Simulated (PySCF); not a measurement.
From a computed spectrum to the compound

A species of 5 atoms with charge 2 has these harmonic modes (PBE0, small Gaussian bases with core potentials, PySCF 2.14.0):

```
cm⁻¹  km/mol  symmetry
  19     0.5         a
  28    58.7         b
 161    38.6         a
 196   136.2         b
 221     1.9         a
 352     2.5         a
 398    51.1         b
2605   390.9         b
2608    46.6         a
```

Q: Which species is it, and in which structure?

A: [Ce(SH)2]2+ (singlet):
```xyz
5

Ce    0.0000    0.0000   -0.2440
S     2.3068    0.2343    0.5420
H     3.1454   -0.4946   -0.2543
S    -2.3068   -0.2343    0.5420
H    -3.1454    0.4946   -0.2543
```
Ideal gas at 298.15 K and 1 bar: S = 371.0 J/(mol K), Cp = 85.8 J/(mol K), H − H(0 K) = 20.9 kJ/mol (rigid rotor, harmonic modes, spin degeneracy alone; the modes under 60 cm⁻¹ make these uncertain). 
 Other answers can fit too; this one was computed.
